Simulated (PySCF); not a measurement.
# Aluminium: a sound run and one with changed settings

Sound run: Al⁺ [Ne] 3s2, Al²⁺ [Ne] 3s1. All numbers are calculated (PySCF 2.14, no relativity, point nucleus, in cc-pV(T+d)Z (5s4p3d1f, 39 functions)). In the sound run the correlated levels freeze [Ne]. The sound run starts from symmetry-adapted Hartree-Fock orbitals and uses a fine grid where one is needed.

Changed run: basis STO-3G. This setting is unsound on purpose.

```
species   method  sound run (hartree)  changed run (hartree)  converged
    Al⁺      UHF           -241.67338             -238.88005        yes
    Al⁺   r2SCAN           -242.10763             -239.27029        yes
    Al⁺   M06-2X           -242.13389             -239.33401        yes
    Al⁺      MP2           -241.70114             -238.90216        yes
    Al⁺  CCSD(T)           -241.71291             -238.91866        yes
   Al²⁺      UHF           -241.02957             -238.27935        yes
   Al²⁺   r2SCAN           -241.43271             -238.63246        yes
   Al²⁺   M06-2X           -241.43593             -238.67177        yes
```

Ionisation energy of Al⁺:

| method | sound run (eV) | changed run (eV) |
| --- | --- | --- |
| UHF | 17.519 | 16.346 |
| r2SCAN | 18.365 | 17.356 |
| M06-2X | 18.993 | 18.021 |
| MP2 | 18.274 | 16.948 |
| SCS-MP2 | 18.425 | 17.068 |
| CCSD | 18.595 | 17.397 |
| CCSD(T) | 18.595 | 17.397 |
| CCSDT | 18.595 | 17.397 |
| FCI | 18.595 | 17.397 |

A minimal basis cannot let orbitals breathe on ionisation and holds almost no correlation.

For comparison, NIST gives 18.829 eV between the lowest levels.
